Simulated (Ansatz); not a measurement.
Ansatz results at the PBE0-D4/def2-TZVP geometry: LUMO energy (ωB97M-V/def2-TZVPP) 0.22 eV; size of the dipole moment (B3LYP/def2-TZVPP) 2.27 D; HOMO–LUMO gap (B3LYP/def2-TZVPP) 5.68 eV.

Problem. Which molecule gave them?
A. `[AlH2][SiH]1CSC1`
B. `BC1(C)C=N1`
C. `C[SiH2][SiH2]Br`
D. `CNC1=CB1`

Solution. B. The others give `C[SiH2][SiH2]Br`: 1.13, 1.67, 6.74; `[AlH2][SiH]1CSC1`: 1.12, 2.43, 5.78; `CNC1=CB1`: 2.32, 2.95, 6.99.

B3LYP here is the variant with VWN-RPA as its local correlation; programs differ in this.
